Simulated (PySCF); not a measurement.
MoO2Cl, SMILES [Mo+](=[O])([Cl])=[O], charge +1, multiplicity 1. The structure is a stationary point at PBE-D3(BJ)/def2-SVP. The multiplicity is an assumed one; other spin states were not compared. The isomer is the one that the SMILES or the coordinates give; other isomers of the formula were not compared. The def2 effective core potentials stand for the cores of Mo; spin–orbit coupling is left out.

### Question
Give the equilibrium geometry at PBE-D3(BJ)/def2-SVP (PySCF confirms it by a frequency run) as a Z-matrix, and its point group. (An estimate is asked for; the answer gives what the named calculation found.)

### Answer
point group Cs.
```
Mo
O 1 1.6660
O 1 1.6660 2 104.09
Cl 1 2.2136 2 106.65 3 112.55
```
Charge +1, spin multiplicity 1.
